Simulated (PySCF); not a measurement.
A structure optimised at PBE-D3(BJ)/def2-SVP, used in a PySCF frequency run:

```
B
N 1 1.4076
H 2 1.0207 1 123.24
H 2 1.0207 3 113.52 1 180.00
C 1 1.5890 2 119.72 3 0.00
H 5 1.1097 1 114.57 2 0.00
H 5 1.1117 6 107.69 1 123.36
H 5 1.1117 6 107.69 7 113.29
C 1 1.5890 2 119.72 3 180.00
H 9 1.1097 1 114.57 2 0.00
H 9 1.1117 10 107.69 1 -123.36
H 9 1.1117 10 107.69 11 -113.29
```
Charge 0, spin multiplicity 1.

Task: Write its SMILES, formula and point group.

Result: CB(C)N, C₂H₈BN, C2v

Task: What are its rotational constants (standard atomic weights)?

Result: 8.1263, 7.2934, 4.0375 GHz
